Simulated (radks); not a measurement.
Problem. The mean radii <r> (bohr) of the occupied orbitals of an atom or ion are listed with their occupations. Calculated with a radial shooting solver on a logarithmic mesh with Libxc functionals: Dirac Kohn-Sham, BLYP, spin-unpolarised, spherical densities, finite nucleus; Fermi nuclear charge, rms radius of each element as measured or else 0.836 A^(1/3) + 0.57 fm.

orbital  occ.      <r>
1s1/2       2  0.03111
2s1/2       2   0.1345
2p1/2       2   0.1141
2p3/2       4   0.1192
3s1/2       2   0.3683
3p1/2       2   0.3600
3p3/2       4   0.3709
3d3/2       4   0.3436
3d5/2       6   0.3471
4s1/2       2   0.9000
4p1/2       2   0.9573
4p3/2       4   0.9853
4d3/2     2.8    1.195
4d5/2     4.2    1.207

Name the element and its charge. Open shells, if any, are shared by 2j + 1.

Solution. Z = 47, silver, charge +4: Ag4+ in [Kr] 4d7. The 1s radius gives Z: for a bare nucleus <r> = (2 gamma + 1)/(2Z) with gamma = sqrt(1 - (Z/c)^2), 0.03062 bohr for Z = 47, and screening makes it slightly larger (0.03111 here). The occupations add up to 43, and the charge is Z minus that.
